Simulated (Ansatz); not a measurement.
## Worked example: vertical energy of the triplet above the singlet of BH3O3 (boric acid)

BH3O3: 7 atoms, total charge 0, spin state singlet. SMILES: `OB(O)O`. Geometry: relaxed at PBE0-D4/def2-TZVP.

Both states at this one shape; open shells run unrestricted unless said. 1 Eh = 27.2114 eV.

```
                                 level  program  singlet BH3O3 (Eh)  triplet BH3O3 (Eh)
                          HF/def2-SVPD   Ansatz         -251.024735         -250.743199
 MP2/def2-SVPD, 4 core orbitals frozen   Ansatz         -251.694022         -251.371585
CCSD/def2-SVPD, 4 core orbitals frozen   Ansatz         -251.709821         -251.401663
```

Question: Work out the vertical gap, second state less first, at each level.

Answer: 
1. HF/def2-SVPD: -250.743199 − (-251.024735) = 0.281536 Eh = 7.66 eV.
2. MP2/def2-SVPD: -251.371585 − (-251.694022) = 0.322437 Eh = 8.77 eV.
3. CCSD/def2-SVPD: -251.401663 − (-251.709821) = 0.308158 Eh = 8.39 eV.

No measured value is set beside it here; the levels span 7.66 to 8.77 eV. Hartree–Fock favours the state with fewer electron pairs, since it lacks pair correlation.
